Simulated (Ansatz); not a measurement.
PBE exchange is replaced step by step with exact exchange (0 % is PBE, 25 % PBE0; no dispersion term), basis def2-SVP, Ansatz. System: the cluster Hg2S3 (the lowest singlet isomer of a short search). The state is a singlet with charge 0. Geometry: r2SCAN-D4/def2-SVP, each spin state at its own.

The relaxed triplet has other bonds than the singlet, so its gap is one between isomers. The relaxed quintet has other bonds than the singlet, so its gap is one between isomers.

Geometry of the singlet:

```tsv
atom	x (Å)	y (Å)	z (Å)
Hg1	-0.8772	-0.6837	-1.1347
Hg2	0.1293	-0.0323	1.5825
S3	-1.6744	-1.6066	1.0057
S4	1.1947	0.6232	-1.6137
S5	1.2275	1.6993	0.1602
```

In the def2 sets Hg takes a core potential; there is no spin–orbit coupling. In the quintet geometry the species has come apart into loosely held pieces. The structure comes from a short search, and lower isomers may exist.

| exact exchange (%) | HOMO (eV) | LUMO (eV) | gap (eV) | triplet − singlet (kJ/mol) | quintet − singlet (kJ/mol) |
| --- | --- | --- | --- | --- | --- |
| 10 | -5.73 | -4.02 | 1.71 | 6.5 | 117.7 |
| 15 | -5.90 | -3.89 | 2.01 | 3.3 | 115.2 |

Estimate the row for 40 %.


```json
{"exact exchange (%)": "40", "HOMO (eV)": "-6.84", "LUMO (eV)": "-3.22", "gap (eV)": "3.62", "triplet − singlet (kJ/mol)": "-9.3", "quintet − singlet (kJ/mol)": "110.2"}
```
